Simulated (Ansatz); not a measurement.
Compare A (`N[Si](O)([SiH3])[SiH3]`) with its isomer B (`N[SiH](O)[SiH2][SiH3]`).

Isolated molecules relaxed with PBE0-D4/def2-TZVP in Ansatz; ΔE leaves out vibrations. CCSD(T)/CBS adds triple-zeta CCSD(T) − MP2 to the extrapolated MP2 energy (def2 sets, frozen cores). DFT in def2-TZVPP. B3LYP here is the variant with VWN-RPA as its local correlation; programs differ in this. Each species was taken in one conformer, which may not be the lowest.

(1) Which is lower in electronic energy at CCSD(T)/CBS, and by how much? (An estimate is asked.)

(2) Give E(B) − E(A) in kJ/mol with B3LYP, r2SCAN-D4, B3LYP-D4, CCSD/def2-TZVPP, HF/def2-TZVPP, MP2/def2-TZVPP, B2PLYP. (Best estimate.)

Largest T1 diagnostic: 0.013.

Answers

(1) Computed: B, by 16.2 kJ/mol.

(2) Ansatz gave: B3LYP -15.7, r2SCAN-D4 -14.7, B3LYP-D4 -13.1, CCSD/def2-TZVPP -16.9, HF/def2-TZVPP -19.5, MP2/def2-TZVPP -17.0, B2PLYP -16.1. None reverses the order clearly.
